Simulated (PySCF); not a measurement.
Cd(Et) (C₂H₅Cd), SMILES C[CH2][Cd] (connectivity only; charge and spin as stated), neutral, multiplicity 2.

Geometry: PBE0-D3(BJ)/def2-TZVP. The multiplicity is an assumed one; other spin states were not compared. The isomer is the one that the SMILES or the coordinates give; other isomers of the formula were not compared. The def2 effective core potentials stand for the cores of Cd; spin–orbit coupling is left out.

The numbers are results of ωB97X/def2-TZVPD (PySCF), not measurements.

The molecule is in vacuum.

Computed frontier levels, dipole moment and polarisability:
- α spin, highest occupied and lowest empty level: -6.81 and 1.13 eV
- β spin, highest occupied and lowest empty level: -8.87 and -0.72 eV
- dipole moment: 0.162 e·Å
- quadrupole, principal values (traceless, Buckingham form, about the centre of nuclear charge): -2.81, 1.09, 1.72 D·Å
- mean static polarisability: 84.9 bohr³ (12.59 Å³)
- polarisability, principal values: 68.5, 71.7, 114.6 bohr³
- ⟨S²⟩: 0.765 (pure state 0.75)
